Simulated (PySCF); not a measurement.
Au(PH3)Cl (singlet state).
Geometry (PBE0-D3(BJ)/def2-SVP, Å), atoms numbered from 1 in this order:
```xyz
6
AuClH3P angstrom
Au    -0.0035    0.0024   -1.4528
P      0.0025    0.0004    0.7936
H      0.8139   -0.9510    1.4588
H     -1.2236   -0.2274    1.4649
H      0.4217    1.1753    1.4645
Cl    -0.0111    0.0003   -3.7291
```

The closed-shell ground state was solved at several levels (PySCF, density fitting, gas phase). Atoms past krypton carry effective core potentials; spin–orbit coupling is left out.

```json
{"level": "KT2/pcSseg-1 (def2-TZVP on Au)", "basis functions": "103", "total energy (Eh)": "-946.1424", "HOMO (eV)": "-6.23", "LUMO (eV)": "-1.65", "gap (eV)": "4.58", "dipole (D)": "7.57"}
{"level": "PBE0/def2-SVPD", "basis functions": "110", "total energy (Eh)": "-938.6269", "HOMO (eV)": "-7.45", "LUMO (eV)": "-0.86", "gap (eV)": "6.59", "dipole (D)": "7.92"}
```

What might PBE0/pcSseg-1 (def2-TZVP on Au) (103 basis functions) give for the same quantities?

Total energy -938.8435 Eh, HOMO -7.36 eV, LUMO -0.83 eV, gap 6.53 eV, dipole 8.05 D.

Over all these levels, which gives the widest orbital gap and which the narrowest?

PBE0/def2-SVPD (global hybrid, 25 % exact exchange) has the widest, 6.59 eV, and KT2/pcSseg-1 (def2-TZVP on Au) (GGA) the narrowest, 4.58 eV. Functional and basis both differ between the two, so the spread mixes both effects.

How far do the dipole and the HOMO energy spread over the levels?

The dipole runs from 7.57 to 8.05 D (mean 7.84 D) and the HOMO from -7.45 to -6.23 eV.
